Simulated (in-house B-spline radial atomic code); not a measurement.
A fraction x of an electron is removed from 3d in Cu⁴⁺, starting from [Ar] 3d7 and keeping the highest spin. Level of theory: non-relativistic B3LYP, spin-polarised, spherical fractional occupations, point nucleus; calculated with a B-spline radial code for spherical atoms.

Caution: exact exchange at fractional occupations of open shells leaves self-interaction of up to several eV.

```csv
x,E(x) - E(0) (eV),3d down level (eV)
0,0.0000,-68.671
0.09,6.2664,-70.585
0.23,16.3585,-73.594
0.26,18.5761,-74.244
0.46,33.8613,-78.620
0.5,37.0238,-79.505
0.55,41.0267,-80.614
0.66,50.0292,-83.072
0.86,67.0949,-87.597
0.93,73.2826,-89.198
1,79.5828,-90.808
```

The exact functional would give a straight line between the two integer points. Deviations E(x) - E(0) - x[E(1) - E(0)], in eV: -0.896 at x = 0.09, -1.946 at x = 0.23, -2.115 at x = 0.26, -2.747 at x = 0.46, -2.768 at x = 0.5, -2.744 at x = 0.55, -2.495 at x = 0.66, -1.346 at x = 0.86, -0.729 at x = 0.93.

The curve lies below the straight line by up to 2.768 eV (at x = 0.5): convex, the delocalisation error, to which spherically averaged exact exchange adds.

Q: How well does Slater's transition state (minus the level at half occupation) give the ionisation energy?

A: It gives 79.505 eV against 79.583 eV from the two total energies; NIST lists 79.80 eV, ground level to ground level. The end point has an open shell averaged over its orbitals, so its exact exchange keeps a self-interaction and this is no true integer point.
